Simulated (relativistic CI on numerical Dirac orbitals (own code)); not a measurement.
Ti3+: 3s photoemission

Computed with this model: Dirac-Coulomb-Breit CI, orbitals from a KLI potential per configuration, QED by a radiative potential, valence Slater integrals scaled by 0.8, multiplet model of photoemission in the sudden approximation; configurations [Ar] 3d → [Ne] 3s 3p6 3d; 300 K; Lorentzian 1.5 eV and Gaussian 0.6 eV FWHM. Energies are those of the free ion, without screening or charge transfer. The energies are binding energies and can lie tens of eV above those of solids. Without intra-shell correlation the exchange splitting of an s hole comes out too large, often by half or more. S is read from ⟨S²⟩ = S(S + 1).

Computed curve for free ion, scaled to 100 at the maximum (points under 2 are left out and the grid is thinned):

```
Energy (eV)  Intensity
      103.4        2.1
      103.6        2.3
      103.8        2.4
      104.0        2.6
      104.4        3.1
      104.6        3.3
      104.8        3.6
      105.0        4.0
      105.2        4.4
      105.4        4.8
      105.6        5.4
      105.8        6.0
      106.2        7.7
      106.4        8.8
      106.6       10.1
      106.8       11.8
      107.0       13.9
      107.2       16.7
      107.4       20.2
      107.8       31.4
      108.0       40.0
      108.2       51.2
      108.4       65.1
      108.6       80.2
      108.8       93.3
      109.0      100.0
      109.4       87.8
      109.6       73.6
      109.8       59.2
      110.0       47.2
      110.2       37.9
      110.4       31.3
      110.6       26.8
      110.8       23.9
      111.2       22.1
      111.4       23.0
      111.6       25.2
      111.8       28.5
      112.0       32.5
      112.2       35.9
      112.4       37.5
      112.8       32.3
      113.0       27.2
      113.2       22.0
      113.4       17.6
      113.6       14.2
      113.8       11.5
      114.0        9.5
      114.4        6.9
      114.6        5.9
      114.8        5.2
      115.0        4.6
      115.2        4.1
      115.4        3.7
      115.6        3.3
      115.8        3.0
      116.2        2.6
      116.4        2.4
      116.6        2.2
      116.8        2.0
```

The ground state has S = 0.50, and the centroid lies at 109.89 eV.
